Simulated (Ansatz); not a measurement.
Geometry optimisation, RKS PBE0/STO-3G (Ansatz 0.2.0).

Input:

```yaml
crystal:
  periodic: [false, false, false]
  atoms:
    - { symbol: "N", position_ang: [1.1529, -0.4932, 1.1871] }
    - { symbol: C, position_ang: [-0.1527, -0.6856, 0.7018] }
    - { symbol: O, position_ang: [-0.8477, -1.6474, 1.389] }
    - { symbol: C, position_ang: [-0.7125, -0.0826, -0.3113] }
    - { symbol: Si, position_ang: [-0.2438, 1.2261, -1.4449] }
    - { symbol: H, position_ang: [1.6646, 0.1432, 0.5495] }
    - { symbol: H, position_ang: [1.624, -1.3172, 1.3649] }
    - { symbol: H, position_ang: [-0.3514, -1.6238, 2.2703] }
    - { symbol: H, position_ang: [-1.7938, -0.4053, -0.483] }
    - { symbol: H, position_ang: [-0.6118, 0.902, -2.8025] }
    - { symbol: H, position_ang: [1.2207, 1.4008, -1.3378] }
    - { symbol: H, position_ang: [-0.8716, 2.5279, -1.0489] }
basis:
  gaussian: { orbitals: STO-3G }
hamiltonian:
  xc: pbe0
relax:
  f_tol: 0.02
  max_steps: 40
scf:
  lower_state_search: "off"
```

Run as:

```bash
$ ansatz run input.yaml --threads 1 --pin off --max-ram 2048MiB --backend cpu --events-out ev --progress --plain --runs-dir out
```

Problem. Where does it end, and by what steps?

Solution. The run converged. Limits of this set-up: minimal basis. After 8 steps the energy has fallen by 0.627 eV; H7 moved furthest, 0.31 Å.

```
step  energy less start (eV)  largest force component (eV/Å)  accepted
   0                  0.0000                           4.764       yes
   1                 -0.5417                           0.926       yes
   2                 -0.5916                           0.583       yes
   3                 -0.6161                           0.512       yes
   4                 -0.6228                           0.283       yes
   5                 -0.6261                           0.145       yes
   6                 -0.6268                           0.061       yes
   7                 -0.6270                           0.035       yes
   8                 -0.6271                           0.009       yes
```

```xyz
12
Properties=species:S:1:pos:R:3
N 1.109 -0.403 1.227
C -0.228 -0.696 0.715
O -0.865 -1.707 1.463
C -0.875 -0.065 -0.285
Si -0.183 1.205 -1.420
H 1.535 0.336 0.616
H 1.710 -1.256 1.079
H -0.246 -1.789 2.269
H -1.919 -0.356 -0.415
H -0.482 0.876 -2.795
H 1.253 1.285 -1.272
H -0.732 2.514 -1.148
```

Whether the end is a true minimum wasn't checked by a vibrational analysis.

Run time: 18 s on 1 thread of Arm Neoverse V2, with other jobs on the host, peak memory 0.13 GiB.
